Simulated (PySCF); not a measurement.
SMILES [SiH2]([SiH2]C=C)C(OC)=O (GFN2-xTB optimised geometry):

```
18

C      0.284     0.259     3.593
C     -0.865    -0.291     3.232
Si    -1.018    -1.987     2.418
Si    -0.596    -1.772     0.143
C      0.553    -0.252     0.000
O      1.759    -0.252     0.000
O     -0.182     0.870     0.000
C      0.522     2.106     0.015
H      1.223    -0.257     3.472
H      0.348     1.247     4.026
H     -1.773     0.284     3.373
H     -0.082    -2.904     3.084
H     -2.373    -2.484     2.697
H      0.120    -2.890    -0.478
H     -1.759    -1.461    -0.694
H      1.077     2.207     0.950
H     -0.226     2.890    -0.072
H      1.225     2.148    -0.819
```

Computed with PySCF with PBE/def2-SVP.

Question: What are the frontier orbital energies and the dipole moment?

Answer: HOMO-2 -7.17 eV, HOMO-1 -6.68 eV, HOMO -5.88 eV, LUMO -1.63 eV, LUMO+1 -1.42 eV; dipole moment 2.00 D.

Meta-Löwdin charges at PBE/def2-SVP: C1 -0.20, C2 -0.30, Si3 0.34, Si4 0.28, C5 0.28, O6 -0.40, O7 -0.30, C8 -0.11, H9 0.11, H10 0.11, H11 0.11, H12 -0.07, H13 -0.07, H14 -0.06, H15 -0.06, H16 0.11, H17 0.12, H18 0.11.
